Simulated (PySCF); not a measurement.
Species: CH9OPSi2.
Numbering: `[CH3:1][O:2][SiH2:3][PH:4][SiH3:5]` (hydrogens: H6, H7, H8 on C1; H9, H10 on Si3; H11 on P4; H12, H13, H14 on Si5)

Level: PBE0/pcSseg-1 and PBE0/def2-SVPD in PySCF, non-relativistic, on one gas-phase PBE0-D3(BJ)/def2-SVP geometry that isn't relaxed in the solvent. The solvent is an IEF-PCM continuum (Bondi radii, 1.10 Å for H, scaled by 1.2). Only the electrostatic response of the medium enters.

Gas phase at PBE0/pcSseg-1: HOMO -7.52 eV, LUMO 0.04 eV, dipole 1.85 D.

Task: What does the continuum do to the energy, the frontier levels and the dipole at PBE0/pcSseg-1 in dichloromethane and acetonitrile?

Result: 
```tsv
solvent	ε	E(solvent) − E(gas) (kcal/mol)	polarisation term (kcal/mol)	distortion of the solute (kcal/mol)	HOMO (eV)	LUMO (eV)	dipole (D)
dichloromethane	8.93	-2.79	-3.21	0.42	-7.53	0.14	2.40
acetonitrile	35.69	-3.28	-3.89	0.61	-7.55	0.14	2.52
```

Polarisation term: ½ Σ q·V over the induced surface charges. Distortion: the rise of the solute's own energy as its density leaves the gas-phase optimum. From dichloromethane to acetonitrile the lowering changes by a factor 1.18, Onsager's factor (ε − 1)/(2ε + 1) by 1.14 and ε itself by 4.0.

Task: Which radius a makes the point-dipole formula ΔE = −[(ε − 1)/(2ε + 1)]·μ²/a³ give the value in acetonitrile, with the gas-phase dipole?

Result: μ = 0.726 au and |ΔE| = 0.00522 Eh give a = 1.93 Å; the farthest nucleus lies 4.25 Å from the centroid of the nuclei, so such a sphere wouldn't even hold the nuclei. The formula assumes a rigid point dipole at the centre of a sphere.

Task: Which Hirshfeld charges (PBE0/pcSseg-1) respond most in acetonitrile (means over atoms taken as equivalent)?

Result: 
```json
{"atoms": "P4", "environment": "three-coordinate phosphorus", "gas (e)": "-0.057", "solvent (e)": "-0.087", "change": "-0.030"}
{"atoms": "O2", "environment": "silyl ether oxygen", "gas (e)": "-0.235", "solvent (e)": "-0.250", "change": "-0.015"}
{"atoms": "H11", "environment": "P–H hydrogen", "gas (e)": "-0.004", "solvent (e)": "+0.008", "change": "+0.012"}
{"atoms": "Si5", "environment": "SiH3 silicon", "gas (e)": "+0.250", "solvent (e)": "+0.258", "change": "+0.008"}
{"atoms": "H6/H7/H8", "environment": "methyl hydrogen", "gas (e)": "+0.043", "solvent (e)": "+0.048", "change": "+0.005"}
{"atoms": "H9/H10", "environment": "Si–H hydrogen", "gas (e)": "-0.084", "solvent (e)": "-0.081", "change": "+0.003"}
{"atoms": "H12/H13/H14", "environment": "Si–H hydrogen", "gas (e)": "-0.071", "solvent (e)": "-0.070", "change": "+0.001"}
{"atoms": "Si3", "environment": "oxygen-bound silicon", "gas (e)": "+0.330", "solvent (e)": "+0.331", "change": "+0.001"}
```

Gas phase at PBE0/def2-SVPD: HOMO -7.49 eV, LUMO -0.14 eV, dipole 1.40 D.

Task: What does the continuum do to the energy, the frontier levels and the dipole at PBE0/def2-SVPD in acetonitrile?

Result: 
```json
{"solvent": "acetonitrile", "ε": "35.69", "E(solvent) − E(gas) (kcal/mol)": "-2.47", "polarisation term (kcal/mol)": "-3.01", "distortion of the solute (kcal/mol)": "0.54", "HOMO (eV)": "-7.50", "LUMO (eV)": "-0.08", "dipole (D)": "2.03"}
```

Task: How does the static polarisability (PBE0/def2-SVPD, frozen core, with the continuum's full static response) change?

Result: 
| medium | isotropic (au) | principal values (au) | ⟨r²⟩ of the electrons (bohr²) |
| --- | --- | --- | --- |
| gas | 102.5 | 83.7, 95.7, 128.1 | 1325.9 |
| acetonitrile | 143.4 | 123.5, 142.5, 164.1 | 1324.9 |

The isotropic value in acetonitrile is 1.40 times the gas-phase one; no cavity-field correction is applied. ⟨r²⟩ is taken about the centre of nuclear charge.

Conformer computed: `[CH3:1][O:2][SiH2:3][PH:4][SiH3:5]`: C1–O2–Si3–P4 -178°, O2–Si3–P4–Si5 -173°.
